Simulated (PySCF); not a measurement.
SiCl2FI, SMILES F[Si](Cl)(Cl)I. Geometry optimised at PBE-D3(BJ)/def2-SVP. This is a generated structure with no PubChem entry under its InChIKey; it may be hypothetical. The def2 effective core potentials stand for the cores of I; spin–orbit coupling is left out.

Question: Give the equilibrium geometry at PBE-D3(BJ)/def2-SVP (PySCF confirms it by a frequency run) as Cartesian coordinates in Å, and its point group. (An estimate is asked for; the answer gives what the named calculation found.)

Answer: point group Cs.
```xyz
5

F     -1.1394     1.8908     0.0000
Si    -0.8632     0.2913     0.0000
Cl    -1.7379    -0.4969     1.6786
Cl    -1.7379    -0.4969    -1.6786
I      1.5364    -0.0792     0.0000
```
Charge 0, spin multiplicity 1.
